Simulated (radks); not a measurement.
Isoelectronic series with 4 electrons, each ion in its NIST ground configuration. Method: scalar-relativistic Kohn-Sham, PBE, spin-polarised, spherical densities, finite nucleus; Fermi nuclear charge, rms radius of each element as measured or else 0.836 A^(1/3) + 0.57 fm; computed with a radial shooting solver on a logarithmic mesh with Libxc functionals. Total energies (hartree) and orbital eigenvalues (eV):

ion    configuration  E (hartree)         2s         1s
Be          [He] 2s2    -14.63287    -5.6097  -106.2131
F5+         [He] 2s2    -88.06536  -144.1700  -817.4693
Si10+       [He] 2s2   -224.41967  -454.3343  -2213.792
K15+        [He] 2s2   -424.27179  -937.3326  -4300.187
Cr20+       [He] 2s2   -688.49325  -1595.758  -7085.338
Cu25+       [He] 2s2  -1018.25787  -2433.204  -10581.10
Se30+       [He] 2s2  -1415.06657  -3454.323  -14802.68
Ru40+       [He] 2s2  -2417.67398  -6072.177  -25503.21
In45+       [He] 2s2  -3028.47256  -7684.680  -32033.03
